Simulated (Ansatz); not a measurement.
`O[B]O[SiH3]` radical, one more setting.

```yaml
crystal:
  periodic: [false, false, false]
  atoms:
    - {symbol: O, position_ang: [1.976300, 0.805363, -1.580346]}
    - {symbol: B, position_ang: [0.922611, 0.151756, -1.125116]}
    - {symbol: O, position_ang: [0.251622, 0.285112, 0.019405]}
    - {symbol: Si, position_ang: [-0.991764, -0.431794, 0.617357]}
    - {symbol: H, position_ang: [2.301639, 1.578447, -0.753521]}
    - {symbol: H, position_ang: [-1.232148, -0.101133, 2.086488]}
    - {symbol: H, position_ang: [-2.289258, -0.117817, -0.242835]}
    - {symbol: H, position_ang: [-0.844649, -1.978927, 0.707397]}
basis:
  gaussian: {orbitals: cc-pVTZ}
total_charge: -1
hamiltonian: {xc: {name: rPW86-PBE}, dispersion: d3bjatm, pseudopotentials: {relativity: none}}
```

```sh
$ ansatz run in.yaml --threads 2 --pin off --events-out ev --progress --plain --max-ram 32768MiB --backend cpu
```

It prints (some lines left out):

```
Functional definition: rPW86-PBE
1061 factors; their error is unknown
mean field evaluation 1: about -12730.5297 eV, gradient 4.0e1 eV
mean field evaluation 2: about -12719.2694 eV, gradient 8.2e1 eV
mean field evaluation 4: about -12733.6181 eV, gradient 4.9e0 eV
mean field evaluation 8: about -12733.7046 eV, gradient 2.7e-1 eV
mean field evaluation 16: about -12733.6648 eV, gradient 3.8e-4 eV
mean field -12733.66483341 eV, -467.9535514399 hartree, gradient 4.5e-5 eV, S^2 0.000000; 0 other end points of the search recorded, 0 dependent functions left out
reference -12733.66494800 eV, -467.9535556507 hartree; 20, 20 occupied and 160, 160 virtual orbitals, 1061 factors
Total energy: -12733.79727612 eV, -467.9584186196 hartree
```

Hardware: 2 threads of a server CPU on a shared host. Wall time 4.6 s, peak host memory 0.37 GiB.
